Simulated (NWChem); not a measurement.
Species: InNH4; SMILES [NH2][InH2]

Computed with NWChem. All runs use the structure optimised with PBE0/def2-SVP. def2 effective core potentials on In; no spin-orbit coupling. Level r2SCAN/def2-SVP: energy and gradient on several grids; changes count from the extra-fine grid, which is no exact limit either.

Question: Which is the coarsest grid (medium; xfine; coarse; xcoarse; fine) from which on the energy stays within 500 μHa and each gradient component within 500 μHa/bohr of xfine?

Answer: medium.
```tsv
grid	size of the energy change (μHa)	largest change of a gradient component (μHa/bohr)
xcoarse	3000	20000
coarse	400	1000
medium	50	300
fine	< 10	40
xfine	< 10	< 30
```
